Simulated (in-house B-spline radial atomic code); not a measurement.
A fraction x of an electron is moved 4s → 4f in the arsenic ion As⁴⁺, starting from [Ar] 3d10 4s1 and keeping the highest spin. Computed with an all-electron radial atomic-structure program (B-spline basis): non-relativistic revTPSS, spin-polarised, spherical fractional occupations, point nucleus.

| x | E(x) - E(0) (eV) | 4s up level (eV) | 4f up level (eV) |
| --- | --- | --- | --- |
| 0 | 0.0000 | -56.670 | - |
| 0.125 | 5.0486 | -57.157 | -16.662 |
| 0.25 | ? | ? | ? |
| 0.375 | 15.2125 | -58.056 | -17.333 |
| 0.5 | 20.3005 | -58.441 | -17.765 |
| 0.625 | ? | ? | ? |
| 0.75 | 30.4503 | -59.096 | -18.561 |
| 0.875 | 35.5169 | -59.433 | -18.888 |
| 1 | 40.5915 | - | -19.173 |

Q: What belongs in the row x = 0.25?

A: An energy change of 10.1237 eV; 4s up at -57.624 eV, 4f up at -16.944 eV.

Q: What belongs in the row x = 0.625?

A: An energy change of 25.3801 eV; 4s up at -58.780 eV, 4f up at -18.184 eV.

Q: Check Janak's theorem between x = 0.375 and 0.5.

A: The slope of the energy is 40.70 eV; the orbital levels give 40.70 eV (ε of the receiving orbital less ε of the emptying one, averaged over the two points).
